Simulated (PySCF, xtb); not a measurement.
Cl3OSi, SMILES [O][Si](Cl)(Cl)Cl (connectivity only; charge and spin as stated), charge -1, multiplicity 1.

Coordinates come from a B3LYP-D3(BJ)/def2-SVPD optimisation. The spin state was assumed, not searched. The isomer is the one that the SMILES or the coordinates give; other isomers of the formula were not compared.

Level of theory: IEF-PCM-B3LYP/def2-SVPD (PySCF 2.14.0).

The values are the electrostatic part of the solvation free energy, E(continuum) − E(gas) at the gas-phase geometry, in a cavity of scaled van der Waals radii (PySCF's table); cavitation and dispersion terms are not included. In vacuum the orbital gap is 6.19 eV.

```csv
solvent,ε,ΔG(elec) (kcal/mol),gap (eV)
water,78.36,-51.8,6.98
"N,N-dimethylformamide",37.22,-51.0,6.96
benzene,2.27,-28.6,6.60
```

For comparison, GFN2-xTB/ALPB(water) (xtb, at the GFN2-xTB geometry, all terms of that model) gives -46.3 kcal/mol.
